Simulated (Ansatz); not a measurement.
A nudged elastic band was laid between two geometries of CH3PSSe (7 atoms, charge 0, multiplicity 1).

Computed with RKS BHLYP-D4/def2-SVP (Ansatz).

| Property | Result |
| --- | --- |
| movable images | 7 |
| climbing image | yes |
| spring | 5.0 eV/Å² |
| optimiser | quadratic models (default) |
| start path | through a guess of the saddle point |
| force threshold | 0.05 eV/Å |
| iteration limit | 60 |
| end points | relaxed |

Initial state:

```xyz
7
Properties=species:S:1:pos:R:3
P -0.333 1.508 -0.145
S -0.688 -0.536 0.422
C 0.781 -1.273 -0.107
Se 1.139 -2.980 0.067
H -1.575 1.716 -0.790
H -0.754 2.086 1.076
H 1.493 -0.588 -0.569
```

Final state:

```xyz
7
Properties=species:S:1:pos:R:3
P -0.019 1.968 -0.346
S -0.708 0.080 0.360
C 0.616 -1.044 0.033
Se 0.601 -2.346 -1.120
H -1.567 -0.474 -0.530
H -0.343 2.518 0.922
H 1.481 -0.769 0.635
```

(1) Which bonds break or form, and what moves?

(2) What energy profile does the band end with?

(3) What is the geometry of the highest image?

## Answers

(1) Bonds broken: P1–H5. Bonds formed: S2–H5.

(2) It converged. The highest image is number 6 of 0 to 8, 281.8 kJ/mol above the first end and 77.1 kJ/mol above the last; the last end lies 204.7 kJ/mol above the first. Neighbouring images differ by up to 1.3 eV, so the band resolves the path poorly. A vibrational analysis at the climbing image gives one clearly imaginary mode, 1012i cm⁻¹: a first-order saddle point. The orbitals stay closed-shell, which can raise the energy where a bond breaks towards radicals; this wasn't checked here.

```json
{"image": "0", "path coordinate (Å)": "0.00", "energy (kJ/mol)": "0.0", "P1–H5 (Å)": "1.41", "S2–H5 (Å)": "2.71"}
{"image": "1", "path coordinate (Å)": "0.52", "energy (kJ/mol)": "3.5", "P1–H5 (Å)": "1.42", "S2–H5 (Å)": "2.70"}
{"image": "2", "path coordinate (Å)": "1.03", "energy (kJ/mol)": "14.4", "P1–H5 (Å)": "1.42", "S2–H5 (Å)": "2.68"}
{"image": "3", "path coordinate (Å)": "1.55", "energy (kJ/mol)": "30.1", "P1–H5 (Å)": "1.41", "S2–H5 (Å)": "2.64"}
{"image": "4", "path coordinate (Å)": "2.07", "energy (kJ/mol)": "64.8", "P1–H5 (Å)": "1.41", "S2–H5 (Å)": "2.38"}
{"image": "5", "path coordinate (Å)": "2.59", "energy (kJ/mol)": "186.7", "P1–H5 (Å)": "1.51", "S2–H5 (Å)": "1.86"}
{"image": "6", "path coordinate (Å)": "3.11", "energy (kJ/mol)": "281.8", "P1–H5 (Å)": "1.97", "S2–H5 (Å)": "1.41"}
{"image": "7", "path coordinate (Å)": "3.58", "energy (kJ/mol)": "242.8", "P1–H5 (Å)": "2.46", "S2–H5 (Å)": "1.33"}
{"image": "8", "path coordinate (Å)": "4.05", "energy (kJ/mol)": "204.7", "P1–H5 (Å)": "2.90", "S2–H5 (Å)": "1.36"}
```

(3) 
```xyz
7
Properties=species:S:1:pos:R:3:forces:R:3
P -0.260 1.687 -0.421 0.00 0.00 0.00
S -0.646 -0.251 0.766 0.00 0.00 0.00
C 0.698 -1.089 -0.003 0.00 0.00 0.00
Se 0.576 -2.448 -1.087 0.00 0.00 0.00
H -1.481 0.149 -0.298 0.00 0.00 0.00
H -0.469 2.499 0.727 0.00 0.00 0.00
H 1.642 -0.615 0.271 0.00 0.00 0.00
```

The run took 13 min on 2 threads of Arm Neoverse V2, on a shared host, peak memory 0.24 GiB.
